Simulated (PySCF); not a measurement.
Te(H)(GeH3) (GeH4Te), SMILES [GeH3][TeH].

Coordinates come from a B3LYP-D3(BJ)/def2-TZVP optimisation. The def2 effective core potentials stand for the cores of Te; spin–orbit coupling is left out.

Method: TDA-M06-2X/def2-SVPD (PySCF).

Vertical excitations. Isolated molecule, no solvent. State labels are in the subgroup Cs.

| state | symmetry | energy (eV) | λ (nm) | f | main pairs |
|---|---|---|---|---|---|
| S1 | A" | 4.08 | 304 | 0.001 | HOMO→LUMO 85 % |
| S2 | A" | 4.82 | 257 | 0.026 | HOMO→LUMO+1 88 % |
| S3 | A" | 6.17 | 201 | 0.015 | HOMO→LUMO+3 41 %, HOMO→LUMO+6 26 %, HOMO→LUMO+4 18 % |
| S4 | A' | 6.28 | 197 | 0.036 | HOMO→LUMO+7 42 %, HOMO−1→LUMO 42 %, HOMO−1→LUMO+1 9 % |
| S5 | A" | 6.36 | 195 | 0.012 | HOMO→LUMO+2 59 %, HOMO→LUMO+6 32 % |
| S6 | A" | 6.37 | 195 | 0.024 | HOMO→LUMO+2 34 %, HOMO→LUMO+6 30 %, HOMO→LUMO+4 22 %, HOMO→LUMO+3 9 % |
| S7 | A" | 6.58 | 188 | 0.023 | HOMO→LUMO+4 44 %, HOMO→LUMO+3 44 % |
| S8 | A' | 6.69 | 185 | 0.169 | HOMO→LUMO+5 90 % |
| S9 | A' | 6.75 | 184 | 0.022 | HOMO−1→LUMO+1 66 %, HOMO→LUMO+7 26 % |
| S10 | A' | 7.18 | 173 | 0.411 | HOMO−1→LUMO 32 %, HOMO→LUMO+7 23 %, HOMO→LUMO+9 19 %, HOMO−1→LUMO+1 14 % |
| T1 | A" | 3.73 | 332 | 0 | HOMO→LUMO 82 % |
| T2 | A" | 4.37 | 283 | 0 | HOMO→LUMO+1 79 % |
| T3 | A' | 5.12 | 242 | 0 | HOMO−1→LUMO 85 % |
| T4 | A" | 6.00 | 207 | 0 | HOMO→LUMO+4 47 %, HOMO→LUMO+3 31 %, HOMO→LUMO+1 9 %, HOMO→LUMO+8 7 % |
Triplets are in the Tamm–Dancoff approximation.
